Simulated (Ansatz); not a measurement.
Basis sets compared for the cluster Pd4S3. Total charge 0; singlet. Geometry r2SCAN-D4/def2-SVP. Ansatz on 4 threads of Intel Xeon 6975P-C on a shared host; times are rough, and most runs start from earlier orbitals.

Cartesian coordinates in Å:
```
Pd -1.6276 -0.6019 -0.6716
Pd 0.7203 1.7093 0.1629
Pd -0.5668 -0.2698 1.7564
Pd 1.5001 -0.5973 -0.9278
S 1.6355 -0.1129 1.2883
S -1.4991 1.3895 0.4144
S -0.1624 -1.5170 -2.0227
```

In the def2 sets Pd takes a core potential; there is no spin–orbit coupling. The restricted singlet is unstable towards broken spin symmetry in Hartree–Fock (as tested in another run); at PBE-D4/def2-SVP, PBE0-D4/def2-SVP, PBE0-D4/def2-TZVP this wasn't settled. No other spin state of charge 0 was run. Another isomer (singlet) lies 0.54 eV lower at PBE0-D4/def2-TZVP; other spin states weren't run for this one.

Binding counts from free atoms (Pd singlet, S triplet) in the same basis, without a counterpoise term.

| level | functions | energy (Eh) | HOMO (eV) | LUMO (eV) | binding per atom (eV) | wall time |
| --- | --- | --- | --- | --- | --- | --- |
| PBE-D4/def2-SVP | 178 | -1705.5622 | -5.59 | -4.79 | 2.99 | 1.8 s |
| PBE0-D4/def2-SVP | 178 | -1705.4507 | -6.65 | -4.27 | 2.47 | 4.1 s |

Q: Estimate the rows for PBE-D4/def2-TZVP (with forces), PBE0-D4/def2-TZVP.

A: 
| level | functions | energy (Eh) | HOMO (eV) | LUMO (eV) | binding per atom (eV) | wall time |
| --- | --- | --- | --- | --- | --- | --- |
| PBE-D4/def2-TZVP (with forces) | 271 | -1706.1263 | -5.50 | -4.69 | 3.06 | 4 s |
| PBE0-D4/def2-TZVP | 271 | -1706.0058 | -6.52 | -4.14 | 2.55 | 8 s |
